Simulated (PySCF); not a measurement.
## Ar²⁺ (argon, charge +2) across methods

[Ne] 3s2 3p4, high-spin 3P determinant. Calculation: PySCF 2.14, in aug-cc-pwCVDZ; the non-relativistic Hamiltonian (point nucleus).

| method | E (hartree) | mean ε 3s β (eV) | mean ε 3p α (eV) | mean ε 3p β (eV) | Σ⟨r²⟩ (bohr²) | ⟨S²⟩ |
| --- | --- | --- | --- | --- | --- | --- |
| revPBE | -525.8467 | -48.458 | -36.460 | -34.065 | 15.70 | 2.002 |
| PBE0 | -525.7733 | -50.673 | -38.484 | -35.915 | 15.70 | 2.003 |
| PBE | -525.7301 | -48.532 | -36.473 | -34.077 | 15.71 | 2.002 |
| UHF | -525.29206 | -55.649 | -43.551 | -40.278 | 15.80 | 2.008 |
| r2SCAN | -525.8962 | -48.772 | -37.124 | -34.471 | 15.70 | 2.004 |
| M06-L | -525.9266 | -48.867 | -36.920 | -34.164 | 15.58 | 2.004 |
| LC-wPBE | -525.7954 | -53.876 | -41.517 | -39.072 | 15.68 | 2.003 |
| r2SCAN0 | -525.8984 | -50.774 | -38.918 | -36.173 | 15.70 | 2.005 |

(1) Estimate the same row for LDA.

## Answers

(1) E (hartree) = -524.3087; mean ε 3s β (eV) = -48.719; mean ε 3p α (eV) = -36.455; mean ε 3p β (eV) = -34.039; Σ⟨r²⟩ (bohr²) = 15.74; ⟨S²⟩ = 2.001.
